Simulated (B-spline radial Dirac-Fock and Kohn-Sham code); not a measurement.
**Lu³⁺ 3d5/2: cross section and angular parameters**

System: the Lu³⁺ ion, configuration [Xe] 4f14; threshold 1625.7 eV (orbital energy of the model). Calculated with a radial atomic solver, using Dirac-Hartree-Slater photoionisation with a Latter tail; cross sections with all multipoles, angular parameters from the dipole term and its interference with E2.

```
hν (eV)  σ (kb)      β       γ       δ
   1810     598  0.523  -0.111  -0.010
 2984.4     155  1.164   0.024   0.046
   3140     134  1.183   0.076   0.052
   3300     116  1.198   0.130   0.057
   4170    57.6  1.227   0.406   0.082
   6240    16.1  1.173   0.915   0.131
   6520       ?      ?       ?       ?
 8047.8    6.88  1.101   1.238   0.173
   8200    6.45  1.094   1.261   0.176
 9251.7    4.26  1.052   1.405   0.201
   9700    3.61  1.035   1.460   0.211
  15000   0.759  0.862   1.941   0.329
```

**Question.** Give the values at 6520 eV.

**Answer.** σ = 13.9 kb, β = 1.162, γ = 0.971, δ = 0.138.
